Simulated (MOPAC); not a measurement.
Job for MOPAC: AM1 on CH3I (SMILES CI).

```
AM1 1SCF PRECISE CHARGE=0 THREADS=1
CH3I

C      1.57313081 1    -0.84335101 1     3.77882438 1
I      0.86105970 1     1.12350394 1     4.30884203 1
H      1.21202640 1    -1.52884790 1     4.53659620 1
H      1.16847929 1    -1.07623622 1     2.80040813 1
H      2.65586688 1    -0.79832241 1     3.76548303 1
```

Output:

```
*******************************************************************************
 **                                                                           **
 **                              MOPAC v23.2.5                                **
 **                                                                           **
 *******************************************************************************
 ** MOPAC's Digital Object Identifier: https://doi.org/10.5281/zenodo.6511958 **
 **                                                                           **
 ** Please cite the open-source release paper for use of this MOPAC version:  **
 ** J. E. Moussa and J. J. P. Stewart (2026)                                  **
 ** MOPAC: An open-source semiempirical molecular orbital program             **
 ** J. Open Source Softw., 11(119), 8025, https://doi.org/10.21105/joss.08025 **
 *******************************************************************************

                              AM1 CALCULATION RESULTS

 *******************************************************************************
 *  AM1        - The AM1 Hamiltonian to be used
 *
 *
 *
 *                 CHARGE ON SYSTEM = 0
 *
 *
 *
 *  PRECISE    - TIGHTER CRITERIA TO BE USED
 *  1SCF       - DO 1 SCF AND THEN STOP
 *  THREADS=1  - MULTI-THREADING NOT USED
 *  T=         - A TIME OF 172800.0 SECONDS REQUESTED
 *  DUMP=N     - RESTART FILE WRITTEN EVERY 7200.0 SECONDS REQUESTED
 *******************************************************************************
AM1 1SCF PRECISE CHARGE=0 THREADS=1
 CH3I

   ATOM   CHEMICAL          X               Y               Z
  NUMBER   SYMBOL      (ANGSTROMS)     (ANGSTROMS)     (ANGSTROMS)

     1       C          1.57313081  *  -0.84335101  *   3.77882438  *
     2       I          0.86105970  *   1.12350394  *   4.30884203  *
     3       H          1.21202640  *  -1.52884790  *   4.53659620  *
     4       H          1.16847929  *  -1.07623622  *   2.80040813  *
     5       H          2.65586688  *  -0.79832241  *   3.76548303  *



          CARTESIAN COORDINATES

    NO.       ATOM           X           Y           Z

     1         C          1.5731     -0.8434      3.7788
     2         I          0.8611      1.1235      4.3088
     3         H          1.2120     -1.5288      4.5366
     4         H          1.1685     -1.0762      2.8004
     5         H          2.6559     -0.7983      3.7655

  H: (AM1): M.J.S. DEWAR ET AL, J. AM. CHEM. SOC. 107 3902-3909 (1985)
  C: (AM1): M.J.S. DEWAR ET AL, J. AM. CHEM. SOC. 107 3902-3909 (1985)
  I: (AM1): M.J.S. DEWAR AND E. G. ZOEBISCH, THEOCHEM, 180, 1 (1988).

           Empirical Formula: C H3 I  =     5 atoms



      MOLECULAR POINT GROUP   :   C3v


      RHF CALCULATION, NO. OF DOUBLY OCCUPIED LEVELS = 7


 -------------------------------------------------------------------------------
 AM1 1SCF PRECISE CHARGE=0 THREADS=1
 CH3I



     1SCF WAS SPECIFIED, SO BFGS WAS NOT USED
     SCF FIELD WAS ACHIEVED


                              AM1 CALCULATION
                                                       MOPAC v23.2.5 Linux




          FINAL HEAT OF FORMATION =          8.63642 KCAL/MOL =      36.13478 KJ/MOL


          COSMO AREA              =         91.21 SQUARE ANGSTROMS
          COSMO VOLUME            =         76.09 CUBIC ANGSTROMS

          IONIZATION POTENTIAL    =         10.482920 EV
          HOMO LUMO ENERGIES (EV) =        -10.483  0.217
          NO. OF FILLED LEVELS    =          7
          MOLECULAR WEIGHT        =        141.9392         POINT GROUP:  C3v

          MOLECULAR DIMENSIONS (Angstroms)

            Atom       Atom       Distance
            H     3    I     2     2.68515
            H     4    H     5     1.79469
            I     2    H     4     1.43276


          SCF CALCULATIONS        =          1





   ATOM   CHEMICAL          X               Y               Z
  NUMBER   SYMBOL      (ANGSTROMS)     (ANGSTROMS)     (ANGSTROMS)

     1       C          1.57313081  *  -0.84335101  *   3.77882438  *
     2       I          0.86105970  *   1.12350394  *   4.30884203  *
     3       H          1.21202640  *  -1.52884790  *   4.53659620  *
     4       H          1.16847929  *  -1.07623622  *   2.80040813  *
     5       H          2.65586688  *  -0.79832241  *   3.76548303  *

                             CARTESIAN COORDINATES

   1    C        1.573130810    -0.843351010     3.778824380
   2    I        0.861059700     1.123503940     4.308842030
   3    H        1.212026400    -1.528847900     4.536596200
   4    H        1.168479290    -1.076236220     2.800408130
   5    H        2.655866880    -0.798322410     3.765483030


           Empirical Formula: C H3 I  =     5 atoms



      MOLECULAR POINT GROUP   :   C3v


                  EIGENVALUES
 -32.78212 -26.04916 -14.70203 -14.69402 -12.44464 -10.48320 -10.48292   0.21730
   3.93316   3.93725   4.38612


              NET ATOMIC CHARGES AND DIPOLE CONTRIBUTIONS

  ATOM NO.   TYPE          CHARGE      No. of ELECS.   s-Pop       p-Pop
    1          C          -0.327510        4.3275     1.25805     3.06946
    2          I           0.009129        6.9909     1.97427     5.01660
    3          H           0.106049        0.8940     0.89395
    4          H           0.106280        0.8937     0.89372
    5          H           0.106051        0.8939     0.89395
 DIPOLE           X         Y         Z       TOTAL
 POINT-CHG.     0.130    -0.359    -0.097     0.394
 HYBRID         0.389    -1.073    -0.288     1.177
 SUM            0.519    -1.432    -0.385     1.571


          ATOMIC ORBITAL ELECTRON POPULATIONS

     Atom    s        px        py        pz
    1  C   1.25805   1.04570   0.97331   1.05045
    2  I   1.97427   1.89155   1.18603   1.93902
    3  H   0.89395
    4  H   0.89372
    5  H   0.89395

 **********************
 *                    *
 * JOB ENDED NORMALLY *
 *                    *
 **********************




 == MOPAC DONE ==
```

The run finished.

Cost: about 0.020 core-seconds (a rough figure).
